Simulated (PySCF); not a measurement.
Assigning NMR signals

Structure with atom numbers: `[SiH3:1][CH:2]1[CH:3]=[CH:4][P:5]([SiH3:6])[CH:7]=[CH:8]1`. Hydrogens are named by the atom that carries them.

Computed data (PySCF 2.14): σ from GIAO-PBE0/pcSseg-1, GFN2-xTB structure. One computed conformer, no relativistic terms, no solvent model, equivalent nuclei averaged.

References, each an isolated molecule treated in the same way: 13C (σref 186.93) and 1H (σref 31.72) vs TMS.

**Question.** Assign these signals to the numbered atoms. 13C{1H} NMR (computed): δ 136.1, 126.6, 32.4.

**Answer.** 
| δ (ppm) | atoms | environment | reason |
| --- | --- | --- | --- |
| 136.1 | C3/C8 | alkene CH | an sp2 carbon of a C=C bond |
| 126.6 | C4/C7 | alkene CH | – |
| 32.4 | C2 | allylic sp3 CH bonded to Si | – |

**Question.** Assign these signals to the numbered atoms. 1H NMR (300 MHz, computed): δ 6.38 (m, 2H), 5.94 (m, 2H), 3.95 (m, 3H), 3.78 (d, 3H), 3.04 (m, 1H).

**Answer.** 
| δ (ppm) | atoms | environment | reason |
| --- | --- | --- | --- |
| 6.38 | H(C3)/H(C8) | hydrogen on an alkene CH | a vinylic proton, deshielded by the sp2 carbon and the C=C anisotropy |
| 5.94 | H(C4)/H(C7) | hydrogen on an alkene CH | – |
| 3.95 | H(Si6) | hydrogen on a silicon bonded to P | – |
| 3.78 | H(Si1) | hydrogen on a silicon bonded to C | – |
| 3.04 | H(C2) | hydrogen on an allylic sp3 CH bonded to Si | allylic position |

Splittings by 31P in the carbon and heteronuclear signals aren't shown, as no couplings were computed. Shifts are as computed. Against solution values, carbons near 30 ppm lie about +3 ppm off and those near 130 ppm about +5 ppm. Of 1211 compounds with measured shifts, 218 miss one by over three times the rms of a fit or turn the order of signals round; such compounds aren't used in these exercises. Multiplicities follow the n + 1 count of equivalent neighbours, as no J values were calculated; m marks all less simple cases, F and P coupling included.
